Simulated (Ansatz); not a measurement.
AlH$_{4}$OPSi, 8 atoms. Total charge 0; spin multiplicity 1. The bonds changed during the relaxation, so this is another structure than the one it started from. All runs use 2 threads of an Arm Neoverse V1 on a shared host. Correlated methods freeze the cores.

Task: How many basis functions does each run have, and how long does it take in Ansatz? RKS ωB97X-V/def2-TZVPP energy; direct RPA on PBE orbitals/def2-TZVPP energy; RKS PBE0-D4/def2-QZVPP energy; RHF-CCSD(T)/def2-TZVPP energy; RKS PBE0-D4/def2-TZVPP energy; RHF-MP2/def2-QZVPP energy; RKS B97M-V/def2-TZVPP energy; RKS PBE0-D4/def2-TZVP frequencies; RKS ωB97M-V/def2-SVP energy; RKS ωB97M-V/def2-QZVPP energy; RHF-CCSD(T)/def2-SVP energy; RKS PBE0-D4/def2-TZVP relaxation (7 steps). (Best estimate.)

Result: Ansatz gave: Other jobs shared the machine, so times are rough.

```
                                level                   job  functions  wall time  peak host memory (GiB)
                 RHF-CCSD(T)/def2-SVP                energy         88      2.7 s                    0.24
               RKS PBE0-D4/def2-TZVPP                energy        213      4.2 s                    0.49
direct RPA on PBE orbitals/def2-TZVPP                energy        213      6.5 s                    0.41
                 RKS ωB97M-V/def2-SVP                energy         88      8.5 s                    0.26
               RKS ωB97X-V/def2-TZVPP                energy        213       12 s                     0.6
               RKS PBE0-D4/def2-QZVPP                energy        387       13 s                     1.2
                RKS B97M-V/def2-TZVPP                energy        213       13 s                    0.34
                   RHF-MP2/def2-QZVPP                energy        387       23 s                     1.8
               RKS ωB97M-V/def2-QZVPP                energy        387       30 s                     1.4
                RKS PBE0-D4/def2-TZVP  relaxation (7 steps)        166       34 s                    0.39
               RHF-CCSD(T)/def2-TZVPP                energy        213       69 s                     2.7
                RKS PBE0-D4/def2-TZVP           frequencies        166    2.4 min                     0.4
```
